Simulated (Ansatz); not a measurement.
Coupled-cluster diagnostics for Al4H5⁺, Ansatz.

Geometry of the singlet (B3LYP-D4/def2-SVP):

Cartesian coordinates in Å:
```
Al 3.766 0.497 2.220
Al 1.225 0.175 0.722
Al -1.006 -0.126 -0.594
Al -3.203 -0.439 -1.887
H -2.212 0.991 -0.601
H 2.723 -0.559 0.734
H -2.033 -1.375 -0.301
H -1.059 -0.333 -2.224
H 1.798 1.170 1.931
```

Correlated methods freeze 20 core orbitals. Another isomer (singlet) lies 0.54 eV lower at PBE0-D4/def2-TZVP; other spin states weren't run for this one.

(1) Estimate the CCSD(T) correlation energy, the shares of MP2 and (T), T1 and the reference's ⟨S²⟩ for: charge 1, singlet, own geometry in def2-TZVPP; and the rough time on 4 threads of Arm Neoverse V1 on a shared host.

Results:

(1) 
```tsv
state	basis	correlation (eV)	MP2 share (%)	(T) share (%)	T1	⟨S²⟩ (pure)	wall time
charge 1, singlet, own geometry	def2-TZVPP	-9.921	78.8	3.4	0.016	0.00 (0.00)	32 s
```
Customary marks for T1 are 0.02 (closed shells), 0.045 (open shells) and about 0.05 (3d metals). T1 stays under 0.02 throughout.
